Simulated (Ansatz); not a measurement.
```yaml
crystal:
  periodic: [false, false, false]
  atoms:
    - {symbol: O, position_ang: [-0.837837, 1.822092, 0.557984]}
    - {symbol: C, position_ang: [-0.525927, 0.742526, 1.011740]}
    - {symbol: Si, position_ang: [-0.046424, -0.654896, -0.226856]}
    - {symbol: O, position_ang: [1.477040, -1.187144, 0.035095]}
    - {symbol: O, position_ang: [-0.239452, 0.084092, -1.669105]}
    - {symbol: H, position_ang: [-0.515164, 0.607576, 2.117696]}
    - {symbol: H, position_ang: [-0.899315, -1.851345, -0.072806]}
    - {symbol: H, position_ang: [2.205792, -0.608676, -0.196605]}
    - {symbol: H, position_ang: [-0.530312, 0.999473, -1.574243]}
basis:
  gaussian: {orbitals: pcseg-2}
magnetization: {spin_polarized: true, initial_magnetization: 6}
hamiltonian: {xc: {name: PBEsol}, dispersion: d3bjatm}
```

```sh
$ ansatz run in.yaml --threads 2 --pin off --events-out ev --progress --plain --max-ram 4352MiB
```

Shortened log:

```
Functional definition: PBEsol
1088 factors; their error is unknown
mean field evaluation 1: about -15046.7506 eV, gradient 5.1e1 eV
mean field evaluation 2: about -14992.7878 eV, gradient 1.1e2 eV
mean field evaluation 4: about -15051.9148 eV, gradient 3.0e1 eV
mean field evaluation 8: about -15056.3372 eV, gradient 1.2e1 eV
mean field evaluation 16: about -15057.1520 eV, gradient 4.2e-2 eV
mean field evaluation 32: about -15057.1006 eV, gradient 4.7e-4 eV
mean field -15057.10059470 eV, -553.3382407859 hartree, gradient 4.0e-6 eV, S^2 12.005863; 10 other end points of the search recorded, 0 dependent functions left out
reference -15057.10064604 eV, -553.3382426725 hartree; 27, 21 occupied and 183, 189 virtual orbitals, 1088 factors
Total energy: -15057.16655113 eV, -553.3406646399 hartree
```

Question: Something in this input is off. What?

Answer: The spin is set far too high for this molecule. The calculation finished and met its thresholds. The result belongs to that input, not to the molecule as meant.
